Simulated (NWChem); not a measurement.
System: AlI$_{2}$ cation; SMILES [Al+]([I])[I]

Input file for NWChem:

```
start job
memory heap 200 mb stack 900 mb global 1100 mb
charge 1
geometry units angstroms noautoz
  Al     0.000000     0.000000     0.000000
  I      0.000000     0.000000     2.361331
  I      0.000000     0.000000    -2.361331
end
basis spherical
  * library def2-svp
end
ecp
  I library def2-ecp
end
dft
  xc m06-2x
  iterations 150
  mulliken
end
task dft energy
```

Parts of the log:

```
             Northwest Computational Chemistry Package (NWChem) 7.3.0
             --------------------------------------------------------

 ORDER OF PRIMARY AXIS IS BEING SET TO 4
 D4H symmetry detected

                             Geometry "geometry" -> ""
                             -------------------------

 Output coordinates in angstroms (scale by  1.889725989 to convert to a.u.)

  No.       Tag          Charge          X              Y              Z
 ---- ---------------- ---------- -------------- -------------- --------------
    1 Al                  13.0000     0.00000000     0.00000000     0.00000000
    2 I                   53.0000     0.00000000     0.00000000     2.36133100
    3 I                   53.0000     0.00000000     0.00000000    -2.36133100

 Effective nuclear repulsion energy (a.u.)     623.5617519702

      Symmetry information
      --------------------

 Group name             D4h
 Group number             28
 Group order              16
 No. of unique centers     2

                                 NWChem DFT Module
                                 -----------------

 Summary of "ao basis" -> "ao basis" (spherical)
 ------------------------------------------------------------------------------
       Tag                 Description            Shells   Functions and Types
 ---------------- ------------------------------  ------  ---------------------
 Al                         def2-svp                 8       18   4s3p1d
 I                          def2-svp                10       26   4s4p2d

      Symmetry analysis of basis
      --------------------------

        a1g        15
        a1u         0
        a2g         0
        a2u        13
        b1g         3
        b1u         2
        b2g         3
        b2u         2
        eg         14
        eu         18

            General Information
            -------------------
          SCF calculation type: DFT
          Wavefunction type:  closed shell.
          No. of atoms     :     3
          No. of electrons :    62
           Alpha electrons :    31
            Beta electrons :    31
          Charge           :     1
          Spin multiplicity:     1
          Use of symmetry is: on ; symmetry adaption is: on
          Maximum number of iterations: 150
          AO basis - number of functions:    70
                     number of shells:    28
          Convergence on energy requested:  1.00D-06
          Convergence on density requested:  1.00D-05
          Convergence on gradient requested:  5.00D-04

              XC Information
              --------------
                       M06-2X Method XC Functional
                     Hartree-Fock (Exact) Exchange  0.540
                        M06-2X Exchange Functional  1.000
                      M06-2X Correlation Potential  1.000

             Grid Information
             ----------------
          Grid used for XC integration:  medium
          Radial quadrature: Mura-Knowles
          Angular quadrature: Lebedev.
          Tag              B.-S. Rad. Rad. Pts. Rad. Cut. Ang. Pts.
          ---              ---------- --------- --------- ---------
          Al                  1.25       88           9.0       590
          I                   1.40      123          12.0       590
          Grid pruning is: on
          Number of quadrature shells:   211
          Spatial weights used:  Erf1

      Superposition of Atomic Density Guess
      -------------------------------------

 Sum of atomic energies:        -936.04565697

 Renormalizing density from      63.00 to     62

      Non-variational initial energy
      ------------------------------

 Total energy =    -830.675210
 1-e energy   =   -1773.456190
 2-e energy   =     727.083518
 HOMO         =      -0.623374
 LUMO         =      -0.333626

      Symmetry analysis of molecular orbitals - initial
      -------------------------------------------------

 !! scf_movecs_sym_adapt:   10 vectors were symmetry contaminated

  Symmetry fudging

 !! scf_movecs_sym_adapt:   10 vectors were symmetry contaminated

  Numbering of irreducible representations:

     1 a1g         2 a1u         3 a2g         4 a2u         5 b1g
     6 b1u         7 b2g         8 b2u         9 eg         10 eu

  Orbital symmetries:

     1 a1g         2 a1g         3 a2u         4 a1g         5 a2u
     6 eu          7 eu          8 eg          9 eg         10 a1g
    11 a2u        12 eu         13 eu         14 a1g        15 a2u
    16 eu         17 eu         18 eg         19 eg         20 b1g
    21 b2g        22 b2u        23 b1u        24 a1g        25 a2u
    26 a1g        27 a2u        28 eu         29 eu         30 eg
    31 eg         32 a1g        33 eu         34 eu         35 a1g
    36 a2u        37 a2u        38 eg         39 eg         40 eu
    41 eu

     ---------------------------------------------
      Total Density - Mulliken Population Analysis
     ---------------------------------------------

    Atom       Charge   Shell Charges
 -----------   ------   -------------------------------------------------------
    1 Al  13    11.62   2.00  2.00  0.90  0.06  5.95  0.44  0.18  0.10
    2 I   25    25.19   1.83  0.23  1.36  0.52  2.90  3.17  2.95  2.21  9.88  0.15
    3 I   25    25.19   1.83  0.23  1.36  0.52  2.90  3.17  2.95  2.21  9.88  0.15

   convergence    iter        energy       DeltaE   RMS-Dens  Diis-err
 ---------------- ----- ----------------- --------- --------- ---------
 d= 0,ls=0.0,diis     1   -837.3067800866 -1.05D+03  2.22D-02  9.18D-01
 d= 0,ls=0.0,diis     2   -837.2986920755  8.09D-03  1.46D-02  6.17D-01
 d= 0,ls=0.0,diis     3   -837.3924877287 -9.38D-02  3.01D-03  3.01D-02
 d= 0,ls=0.0,diis     4   -837.3987148836 -6.23D-03  3.57D-04  4.05D-04
 d= 0,ls=0.0,diis     5   -837.3987889568 -7.41D-05  7.66D-05  6.90D-06
  Resetting Diis
 d= 0,ls=0.0,diis     6   -837.3987904846 -1.53D-06  8.20D-06  2.20D-07
 d= 0,ls=0.0,diis     7   -837.3987905312 -4.66D-08  1.55D-06  1.86D-09

         Total DFT energy =     -837.398790531224
      One electron energy =    -1789.717273707944
           Coulomb energy =      799.370730763228
    Exchange-Corr. energy =      -62.749708959864
 Nuclear repulsion energy =      215.697461373357

 Numeric. integr. density =       62.000000165983

                  Occupations of the irreducible representations
                  ----------------------------------------------

                     irrep           alpha         beta
                     --------     --------     --------
                     a1g               7.0          7.0
                     a1u               0.0          0.0
                     a2g               0.0          0.0
                     a2u               6.0          6.0
                     b1g               1.0          1.0
                     b1u               1.0          1.0
                     b2g               1.0          1.0
                     b2u               1.0          1.0
                     eg                6.0          6.0
                     eu                8.0          8.0

                       DFT Final Molecular Orbital Analysis
                       ------------------------------------

 Vector   29  Occ=2.000000D+00  E=-5.482748D-01  Symmetry=eu
              MO Center= -9.9D-17,  2.9D-17, -1.3D-16, r^2= 6.5D+00
   Bfn.  Coefficient  Atom+Function         Bfn.  Coefficient  Atom+Function
  ----- ------------  ---------------      ----- ------------  ---------------
    29      0.409413  2 I  px                55      0.409413  3 I  px
    32      0.304443  2 I  px                58      0.304443  3 I  px
    26     -0.161674  2 I  px                52     -0.161674  3 I  px
     8      0.157264  1 Al px                23     -0.132036  2 I  px
    49     -0.132036  3 I  px                11      0.116472  1 Al px

 Vector   30  Occ=2.000000D+00  E=-5.332665D-01  Symmetry=eg
              MO Center= -1.8D-16,  1.7D-16, -1.6D-13, r^2= 7.1D+00
   Bfn.  Coefficient  Atom+Function         Bfn.  Coefficient  Atom+Function
  ----- ------------  ---------------      ----- ------------  ---------------
    30      0.406323  2 I  py                56     -0.406323  3 I  py
    33      0.328124  2 I  py                59     -0.328124  3 I  py
    29     -0.187657  2 I  px                55      0.187657  3 I  px
    27     -0.161578  2 I  py                53      0.161578  3 I  py
    32     -0.151542  2 I  px                58      0.151542  3 I  px

 Vector   31  Occ=2.000000D+00  E=-5.332665D-01  Symmetry=eg
              MO Center=  2.3D-15,  9.9D-16,  6.9D-14, r^2= 7.1D+00
   Bfn.  Coefficient  Atom+Function         Bfn.  Coefficient  Atom+Function
  ----- ------------  ---------------      ----- ------------  ---------------
    29      0.406323  2 I  px                55     -0.406323  3 I  px
    32      0.328124  2 I  px                58     -0.328124  3 I  px
    30      0.187657  2 I  py                56     -0.187657  3 I  py
    26     -0.161578  2 I  px                52      0.161578  3 I  px
    33      0.151542  2 I  py                59     -0.151542  3 I  py

 Vector   32  Occ=0.000000D+00  E=-2.740244D-01  Symmetry=a1g
              MO Center= -1.5D-15, -1.3D-15, -3.6D-14, r^2= 5.4D+00
   Bfn.  Coefficient  Atom+Function         Bfn.  Coefficient  Atom+Function
  ----- ------------  ---------------      ----- ------------  ---------------
     3      0.704821  1 Al s                  4      0.615184  1 Al s
    34      0.426036  2 I  pz                60     -0.426036  3 I  pz
    31      0.345880  2 I  pz                57     -0.345880  3 I  pz
     2      0.310128  1 Al s                 22     -0.215757  2 I  s
    48     -0.215757  3 I  s                 21     -0.178386  2 I  s

[...]
```

Level: M06-2X/def2-SVP with def2 effective core potentials on I. All runs use the structure optimised with PBE0/def2-SVP. def2 effective core potentials on I; no spin-orbit coupling.
